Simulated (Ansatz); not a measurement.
`BB[SiH2]F` + H₂O → `BBO` + `F[SiH3]` at 700 K and 1 bar (formal hydrolysis of a B–Si bond).

Computed with Ansatz on PBE0-D4/def2-TZVP structures; ΔE is electronic, products minus reactants. CBS: MP2 limit from def2 TZ/QZ plus the TZ coupled-cluster correction, frozen cores. This one scheme is used for every species. Each species was taken in one conformer, which may not be the lowest.

```tsv
species	CCSD(T)/CBS energy (Eh)	H − E (kJ/mol)	S (J/(mol·K))
`BB[SiH2]F`	-441.46272	206.5	436.5
H₂O	-76.37941	80.5	218.4
`BBO`	-127.16606	173.8	343.9
`F[SiH3]`	-390.72345	108.4	291.4
```

H − E and S are ideal-gas, rigid-rotor, harmonic terms from PBE0-D4/def2-TZVP, for one conformer and one mirror image of each species. 1 Eh = 2625.50 kJ/mol, R = 8.31446 J/(mol·K).

By hand: ΔE, ΔH, ΔS and ΔG.

ΔE = (-127.16606) + (-390.72345) − (-441.46272) − (-76.37941) = -0.04738 Eh = -124.4 kJ/mol. Δ(H − E) = 173.8 + 108.4 − 206.5 − 80.5 = -4.8, so ΔH = -129.2 kJ/mol. ΔS = 343.9 + 291.4 − 436.5 − 218.4 = -19.6 J/(mol·K). ΔG = -129.2 − 700 × (-19.6)/1000 = -115.5 kJ/mol.

By hand: the equilibrium constant, and the temperature at which ΔG would vanish if ΔH and ΔS stayed fixed.

log₁₀ K = −ΔG/(RT ln 10) = 8.6. ΔG = 0 at ΔH/ΔS = 6592 K, far beyond where these terms or the molecules hold.

ΔH outweighs TΔS. A doubt of 5 kJ/mol in ΔE shifts log₁₀ K by 0.4 here. Other conformers and mirror images would add mixing entropy, several J/(mol·K) or more a flexible species. These are equilibria of isolated gas molecules and say nothing of rates. Largest T1 diagnostic: 0.014 (customary marks: 0.02 for closed shells, 0.045 for open ones).
